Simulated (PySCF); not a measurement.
# One molecule, several mistakes: BCH6OSi cation

All numbers below are calculated, not measured. The program is PySCF 2.14.0, an open-source quantum chemistry code, run on an isolated molecule that a program drew, which may never have been made. The molecule is BCH6OSi cation (charge +1, singlet), drawn as the SMILES string `C[SiH+]BO`.

Each row is a Hartree-Fock (HF) and frozen-core CCSD(T) single point in the cc-pV(D+d)Z basis, meant for a local HF minimum. Run 1 is clean. Each other run has one planted mistake out of seven kinds, and not every kind appears here: one electron removed, one electron added, multiplicity raised by two, geometry at a saddle point, minimal basis STO-3G, one bond length entered in bohr, all coordinates scaled. The reference is restricted for singlets and unrestricted otherwise, and also for a bond in bohr. Adding or removing an electron swaps singlet and doublet. Electrons count all cores. HOMO and LUMO are orbital energies over both spins, the gradient is its largest component, and the lowest frequency (negative if imaginary) is given only where the gradient is small. Bond lengths are over the 9 bonds as drawn. T1 is the CCSD diagnostic: over 0.02 (restricted) or 0.045 (unrestricted) a single reference is doubtful.

Geometry of the clean run:
```xyz
10
BCH6OSi cation, angstrom
C    -3.3556    2.0653    1.5335
Si   -2.6617    0.8591    0.3382
B    -0.6081    0.6499   -0.0631
O    -0.1424   -0.1880   -0.9648
H    -2.5866    2.6419    2.0466
H    -4.0273    2.7464    0.9961
H    -3.9735    1.5341    2.2667
H    -3.6701    0.0275   -0.3415
H     0.1174    1.3406    0.5797
H    -0.7179   -0.7397   -1.4757
```

```
run,electrons,basis functions,<S^2>,HOMO (eV),LUMO (eV),gradient (hartree/bohr),lowest frequency (cm^-1),mean bond (Å),longest bond (Å),T1,HF (hartree),CCSD(T) (hartree),mistake
1,38,95,0.000,-16.48,-5.68,2.6e-05,35,1.3496,2.103,0.0160,-429.61391,-430.16658,no fault
2,38,95,2.012,-13.85,-7.63,4.4e-02,-,1.3496,2.103,0.0217,-429.52043,-430.07130,multiplicity raised by two
3,38,95,0.705,-16.41,-5.75,1.9e-02,-,1.4573,2.103,0.0584,-429.48038,-430.03136,one bond length entered in bohr
4,38,95,0.000,-16.51,-5.67,1.2e-02,-,1.3361,2.082,0.0157,-429.61297,-430.16388,all coordinates scaled
5,38,30,0.000,-15.01,-2.58,3.9e-02,-,1.3496,2.103,0.0196,-424.56428,-424.79082,minimal basis STO-3G
6,37,95,0.775,-24.04,-14.42,7.9e-02,-,1.3496,2.103,0.0236,-429.04646,-429.58961,?
```

**Which mistake was planted in run 6, and what did it cost?**

It counts 37 electrons, one fewer than the clean run, at the same geometry and basis. So the mistake is: one electron removed. Subtracting run 1 and multiplying by 627.51 kcal/mol a hartree, the energy moved by 356.1 kcal/mol in HF and 362.1 kcal/mol in CCSD(T).

Cautions from the logs. Run 3: T1 is over the limit, so its CCSD(T) energy is less reliable.
